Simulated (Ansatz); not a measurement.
`[NH2][Cd][Br]` + silanol → `[SiH3][O][Cd][Br]` + NH₃  (ligand exchange at a Cd–N bond)

Gas-phase electronic energies from Ansatz, PBE0-D4/def2-TZVP geometries. CCSD(T)/CBS is the MP2 limit (def2-TZVPP, def2-QZVPP) plus CCSD(T) − MP2 in def2-TZVPP, frozen cores. This one scheme is used for every species. DFT in def2-TZVPP. Elements past krypton have def2 core potentials. For Br, Cd outer-core shells are correlated without core-valence functions, which leaves a few kJ/mol of doubt a bond. Scalar relativity is left out up to krypton. Each species was taken in one conformer, which may not be the lowest.

`[NH2][Cd][Br]`:

```xyz
5

N    -0.857    0.138   -0.750
Cd    0.496    0.038    0.736
Br    1.983    0.029    2.630
H    -0.467    0.581   -1.575
H    -1.156   -0.786   -1.040
```

`O[SiH3]`:

```xyz
6

O    -1.130   -0.084    0.599
Si    0.369    0.132   -0.049
H    -1.731   -0.678    0.148
H     1.130   -1.146   -0.114
H     1.064    1.086    0.844
H     0.297    0.690   -1.428
```

`[SiH3][O][Cd][Br]`:

```xyz
7

Si    0.379    1.220   -0.097
O    -0.649    0.012   -0.453
Cd   -0.794   -1.885    0.005
Br   -1.073   -4.205    0.496
H    -0.074    2.460   -0.782
H     0.438    1.485    1.372
H     1.772    0.914   -0.542
```

NH₃:

Z-matrix (Å, degrees):
```
N
H 1 1.013
H 1 1.013 2 107.1
H 1 1.013 2 107.1 3 -114.5
```

**Question.** Is it downhill or uphill in electronic energy at CCSD(T)/CBS, and by how much? (Best estimate.)

**Answer.** The calculation gave: Downhill: ΔE = -35.9 kJ/mol.

**Question.** What do these levels give: r2SCAN-D4, B97M-V, revPBE, r2SCAN0, MP2/def2-SVP, MP2/def2-TZVPP? (Estimate.)

**Answer.** The calculation gave: r2SCAN-D4 -33.2, B97M-V -39.8, revPBE -26.8, r2SCAN0 -34.3, MP2/def2-SVP -43.0, MP2/def2-TZVPP -31.6 kJ/mol.

**Question.** What do rigid-rotor, harmonic-oscillator terms from PBE0-D4/def2-TZVP frequencies (298.15 K, 1 bar) make of the CCSD(T)/CBS value? (Estimate.)

**Answer.** Computed: ΔZPE = +0.4 kJ/mol, ΔH = -33.2 kJ/mol, ΔS = -3 J/(mol·K), ΔG = -32.3 kJ/mol. Modes under 50 cm⁻¹ make the entropy rough.

Largest T1 diagnostic among the species: 0.013.

Leaving LDA and LC-ωPBE aside and taking each functional with its dispersion term where it has one, the values, not all of them listed here, spread over 14.0 kJ/mol, from BHLYP-D4 to PBE-D4. LDA lies +6.1 kJ/mol from PBE without D4. In def2-TZVPP, CCSD(T) changes the Hartree–Fock value by +13.3 kJ/mol (the triples alone add +1.6 kJ/mol) and MP2 by +17.1 kJ/mol.
